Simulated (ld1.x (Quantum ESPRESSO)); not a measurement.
# What the settings do to the TM potential of lanthanum

Base potential:

La, norm-conserving Troullier–Martins (Kleinman–Bylander form), made with ld1.x (Quantum ESPRESSO) 7.5 (PBE, fully relativistic). Core [Kr] 4d10, reference 4f0 5s2 5p6 5d1 6s2 6p0. Waves: 5s (bound): rc 1.60 bohr; 5d (bound): rc 4.00 bohr; 4f (bound, empty): rc 1.00 bohr; 5p (bound): rc 1.80 bohr. Local part: the p channel. Core correction: a·sin(br)/r model core inside 0.55 bohr.

Open shells are filled in proportion to 2j + 1 (rel_dist='average').

Occupied shells without a wave of their own: 6s. They enter only through the test configuration that unscreens the potential, and ld1.x also counts them in the model core charge.

All-electron outer shells of the reference configuration (PBE, scalar-relativistic, ld1.x):

```
shell  level (eV)  outermost node (bohr)  outermost maximum (bohr)
   4p     -200.00                   0.34                      0.63
   4d     -103.85                   0.32                      0.68
   5s      -38.92                   0.77                      1.41
   5p      -22.40                   0.83                      1.58
   4f       -4.35                      –                      0.75
   6s       -3.68                   1.86                      3.84
   5d       -3.09                   0.95                      2.21
   6p       -1.35                   2.21                      4.93
```

Cutoffs, loose and tight: the cutoffs (Ry, on a coarse ladder) from which the occupation-weighted sum of valence levels, in a spherical-Bessel basis at the reference potential, stays within 10 and 1 mRy of its value at 400 Ry. They do not see the model core or the augmentation charge, which bear on the density cutoff. Test errors are all-electron minus pseudo excitation energies from the reference, over the configurations 4f0 5s2 5p6 5d1 6s1 6p0; 4f0 5s2 5p6 5d1 6s0 6p0; 4f0 5s2 5p6 5d0 6s0 6p0; 4f0 5s2 5p6 5d2 6s0 6p0; 4f0 5s2 5p6 5d0 6s2 6p0; 4f0 5s2 5p6 5d2 6s1 6p0; 4f1 5s2 5p6 5d1 6s0 6p0. A dash means not determined; rows that change the core or the reference have their own tests. The largest error is taken over the tests solved by every variant that gives reliable tests at all: 4f0 5s2 5p6 5d0 6s0 6p0; 4f0 5s2 5p6 5d0 6s2 6p0; 4f0 5s2 5p6 5d1 6s0 6p0; 4f0 5s2 5p6 5d1 6s1 6p0; 4f0 5s2 5p6 5d2 6s0 6p0; 4f0 5s2 5p6 5d2 6s1 6p0.

With those shells counted twice in exchange and correlation these files are broken, and their errors move erratically; no question is asked of them.

Cutoffs are not given where the Bessel-basis levels miss the radial ones by over 6 mRy, ghosts where they miss by over 20 mRy; a channel whose overlap is not positive is not tested.

| change | outcome | bound ghosts | largest test error (meV) |
| --- | --- | --- | --- |
| base | generated, misses its reference levels by 1.72 eV | not determined | -1412 |
| wave 5p (bound): rc 1.80 bohr becomes 5p (bound): rc 1.20 bohr | generated, misses its reference levels by 1.91 eV | not determined | -1001 |
| wave 5p (bound): rc 1.80 bohr becomes 5p (bound): rc 1.36 bohr | failed: the pseudo-atom did not reach self-consistency | – | – |
| wave 5p (bound): rc 1.80 bohr becomes 5p (bound): rc 1.58 bohr | generated, misses its reference levels by 1.72 eV | not determined | -1794 |
| wave 5p (bound): rc 1.80 bohr becomes 5p (bound): rc 1.76 bohr | generated, misses its reference levels by 1.72 eV | not determined | -1366 |
| wave 5p (bound): rc 1.80 bohr becomes 5p (bound): rc 1.90 bohr | generated, misses its reference levels by 1.72 eV | not determined | -1663 |
| wave 5p (bound): rc 1.80 bohr becomes 5p (bound): rc 2.08 bohr | failed: run_pseudo: Errors in PS-KS equation | – | – |
| wave 5p (bound): rc 1.80 bohr becomes 5p (bound): rc 2.32 bohr | failed: run_pseudo: Errors in PS-KS equation | – | – |
| wave 5p (bound): rc 1.80 bohr becomes 5p (bound): rc 2.48 bohr | failed: run_pseudo: Errors in PS-KS equation | – | – |
| wave 5p (bound): rc 1.80 bohr becomes 5p (bound): rc 2.72 bohr | failed: run_pseudo: Errors in PS-KS equation | – | – |

Reading the sweep of the p radius (base included, trends over the rows without a ghost): The generation fails at 1.36, 2.08, 2.32, 2.48, 2.72 bohr.
